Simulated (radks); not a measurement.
Q: Species: Pt II. Configuration: [Xe] 4f14 5d9. Method: Dirac Kohn-Sham, PBE, spin-unpolarised, spherical densities, point nucleus; open shells fill j = l - 1/2 first; computed with a radial shooting solver on a logarithmic mesh with Libxc functionals. Some entries of the table are withheld. Estimate them.

orbital  occ.  eigenvalue (hartree)  <1/r> (bohr^-1)
1s1/2       2                   (1)            94.03
2s1/2       2             -505.4792            23.06
2p1/2       2                   (2)            23.00
2p3/2       4                   (3)            18.86
3s1/2       2             -118.9477              (4)
3p1/2       2             -109.5069            8.373
3p3/2       4             -95.53725            7.295
3d3/2       4             -79.84996            7.192
3d5/2       6             -76.83970            6.945
4s1/2       2                   (5)            3.575
4p1/2       2             -21.78918              (6)
4p3/2       4             -18.46241              (7)
4d3/2       4             -11.91525            2.884
4d5/2       6             -11.29672            2.797
5s1/2       2              -4.03168            1.432
4f5/2       6              -2.93546            2.407
4f7/2       8              -2.80856            2.373
5p1/2       2              -2.75832            1.303
5p3/2       4              -2.21140            1.165
5d3/2       4              -0.55482           0.8233
5d5/2       5              -0.50455           0.7873

A: 
(1) 1s1/2 eigenvalue (hartree): -2878.308
(2) 2p1/2 eigenvalue (hartree): -484.4086
(3) 2p3/2 eigenvalue (hartree): -420.8602
(4) 3s1/2 <1/r> (bohr^-1): 8.463
(5) 4s1/2 eigenvalue (hartree): -25.79216
(6) 4p1/2 <1/r> (bohr^-1): 3.464
(7) 4p3/2 <1/r> (bohr^-1): 3.090
